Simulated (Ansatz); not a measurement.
Born–Oppenheimer molecular dynamics of C2H3BCl (7 atoms, charge -1, multiplicity 1). It starts from a relaxed structure.

Level of theory: RKS PBE0/def2-SVP (Ansatz 0.2.0).

```yaml
ensemble: NVT, Langevin thermostat
time_step: 0.5 fs
steps_asked: 150
set_temperature: 100 K
friction: 0.001 /fs
seed: 335791
```

First frame:

```xyz
7
Properties=species:S:1:pos:R:3
C -1.421 0.942 0.103
C -0.188 0.473 0.564
B 0.754 -0.508 -0.068
Cl 0.442 -1.328 -1.666
H -1.581 0.416 -0.882
H 0.172 0.870 1.541
H 1.822 -0.865 0.408
```

Problem. How far do the bonds stretch over the last three quarters of this one trajectory? (Pairs bonded in most of those frames.)

Solution. 
```json
{"bond": "C1–C2", "mean (Å)": "1.397", "spread (Å)": "0.017", "shortest": "1.37", "longest": "1.43"}
{"bond": "C1–H5", "mean (Å)": "1.129", "spread (Å)": "0.010", "shortest": "1.11", "longest": "1.15"}
{"bond": "C2–B3", "mean (Å)": "1.501", "spread (Å)": "0.016", "shortest": "1.46", "longest": "1.53"}
{"bond": "C2–H6", "mean (Å)": "1.115", "spread (Å)": "0.010", "shortest": "1.10", "longest": "1.13"}
{"bond": "B3–Cl4", "mean (Å)": "1.823", "spread (Å)": "0.016", "shortest": "1.80", "longest": "1.86"}
{"bond": "B3–H7", "mean (Å)": "1.227", "spread (Å)": "0.027", "shortest": "1.18", "longest": "1.27"}
```

Mean temperature of the second half: 55 K. The mean temperature of the second half is 45 % below the set value. A run of 0.075 ps of so small a system gives no equilibrium averages. Limits of this set-up: an anion without diffuse functions, the dipole of an ion depends on the origin.

The run took 3.8 min on 1 CPU thread of a shared host.
